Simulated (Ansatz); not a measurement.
Cost and result for the atomization energy of CH5BFIn, SMILES `[BH2][InH][CH2]F` (9 atoms, 8 bonds).

```xyz
9

B    -0.985    0.260    1.942
In    0.445    0.630    0.271
C     0.456   -0.555   -1.568
F    -0.520   -1.549   -1.566
H    -0.729   -0.496    2.834
H    -2.051    0.803    1.990
H     1.671    1.858    0.244
H     1.429   -1.038   -1.708
H     0.283    0.087   -2.439
```

Charge 0, multiplicity 1. Correlated methods include outer-core shells of In, which these sets cover unevenly. In takes the def2 core potential. The geometry is a stationary point of PBE0-D4/def2-TZVP. It is one conformer, not always the lowest. Program: Ansatz. Hardware: A = 2 threads of an AMD EPYC 7R13 on a shared host; B = 2 threads of an AMD EPYC 7R13 on a shared host and a share of an NVIDIA H100 80 GB. Times are those of one run each, without the atoms' runs, and a repeat can differ threefold. Electronic energies, without spin–orbit coupling; frozen cores. CCSD(T)/CBS adds CCSD(T) − MP2 in def2-TZVPP to the MP2 limit, and its time is that of the two runs behind it. T1 = 0.014. With those shells the extrapolation isn't a true limit. B3LYP takes the VWN-RPA correlation (the form of Gaussian; ORCA's B3LYP/G).

CCSD(T)/CBS is a level of theory with its own doubt, some kJ/mol a heavy atom from the limit and from the frozen cores, so smaller differences don't rank the functionals.

```json
{"level": "PBE-D4/def2-TZVPP (with forces) [A]", "functions": "213", "wall time": "2.5 s", "atomization (kcal/mol)": "651.7", "difference from CCSD(T)/CBS": "9.6", "per bond": "1.2"}
{"level": "PBE0-D4/def2-TZVPP [A]", "functions": "213", "wall time": "3 s", "atomization (kcal/mol)": "641.9", "difference from CCSD(T)/CBS": "-0.2", "per bond": "0.0"}
{"level": "r2SCAN-D4/def2-TZVPP (with forces) [A]", "functions": "213", "wall time": "4.3 s", "atomization (kcal/mol)": "645.6", "difference from CCSD(T)/CBS": "3.5", "per bond": "0.4"}
{"level": "B3LYP-D4/def2-TZVPP (with forces) [A]", "functions": "213", "wall time": "4.9 s", "atomization (kcal/mol)": "640.9", "difference from CCSD(T)/CBS": "-1.2", "per bond": "-0.2"}
{"level": "B2PLYP/def2-TZVPP [A]", "functions": "213", "wall time": "6 s", "atomization (kcal/mol)": "633.9", "difference from CCSD(T)/CBS": "-8.2", "per bond": "-1.0"}
{"level": "ωB97X-V/def2-TZVPP [A]", "functions": "213", "wall time": "8 s", "atomization (kcal/mol)": "647.0", "difference from CCSD(T)/CBS": "4.9", "per bond": "0.6"}
{"level": "CCSD(T)/def2-TZVPP [B]", "functions": "213", "wall time": "8.5 s", "atomization (kcal/mol)": "627.8", "difference from CCSD(T)/CBS": "-14.3", "per bond": "-1.8"}
{"level": "ωB97M-V/def2-TZVPP (with forces) [A]", "functions": "213", "wall time": "11 s", "atomization (kcal/mol)": "645.5", "difference from CCSD(T)/CBS": "3.4", "per bond": "0.4"}
{"level": "CCSD(T)/def2-QZVPP [B]", "functions": "403", "wall time": "2.1 min", "atomization (kcal/mol)": "636.7", "difference from CCSD(T)/CBS": "-5.4", "per bond": "-0.7"}
{"level": "CCSD(T)/CBS(def2)", "functions": "–", "wall time": "2.2 min", "atomization (kcal/mol)": "642.1", "difference from CCSD(T)/CBS": "0.0", "per bond": "0.0"}
```

From PBE to PBE0 (25 % exact exchange), in def2-TZVPP and without D4, the atomization energy moves by −9.3 kcal/mol: exact exchange takes away binding that semilocal exchange gives to molecules. The D4 term adds +5.2 kcal/mol with B3LYP and +2.7 kcal/mol with PBE0; it sums over pairs of atoms, weighted by their polarisabilities, and B3LYP, whose exchange is more repulsive, gets the larger term. In def2-TZVPP, CCSD(T) changes the Hartree–Fock value by +156.6 kcal/mol (the triples alone add +8.5 kcal/mol) and MP2 by +161.5 kcal/mol; breaking electron pairs costs correlation energy, which Hartree–Fock lacks.

Spin–orbit coupling would lower the free In atoms strongly, and the atomization energy with them, by more than many differences here.
